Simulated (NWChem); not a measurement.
# CH₄NO cation; SMILES NC=[OH+]

```xyz
7

N      0.1727    -1.1126     0.0000
C     -0.4284     0.0362     0.0000
O      0.1227     1.1868     0.0000
H      1.1878    -1.2212     0.0000
H     -0.3786    -1.9708     0.0000
H     -1.5261     0.0609     0.0000
H      1.0968     1.2080     0.0000
```
Atoms are numbered in this order, from 1.

Computed with NWChem. Medium grid unless said otherwise, to which SCAN and Minnesota functionals are sensitive. Geometry: optimised at PBE0/def2-SVP. Total energies of different functionals are on different scales.

| level | energy (Ha) | highest occupied level (eV) | orbital gap (eV) |
|---|---|---|---|
| B3LYP/def2-TZVP | -170.2955 | -15.80 | 8.42 |
| PBE/def2-TZVP | -170.0990 | -14.58 | 6.35 |
| SCAN/def2-TZVP | -170.2232 | -14.92 | 6.95 |
| MN15-L/def2-TZVP | -170.1248 | -15.01 | 7.57 |
| PW6B95/def2-TZVP | -170.4891 | -16.17 | 9.15 |
| TPSS/def2-TZVP | -170.3158 | -14.61 | [?] |
| MPW1K/def2-TZVP | -170.2345 | -17.15 | 10.89 |
| KT2/def2-TZVP | -172.9258 | -14.63 | 6.49 |
| BLYP/def2-TZVP | -170.2502 | -14.46 | 6.32 |

**Question.** Fill in the missing entries.

**Answer.** 
- TPSS/def2-TZVP, orbital gap (eV): 6.59
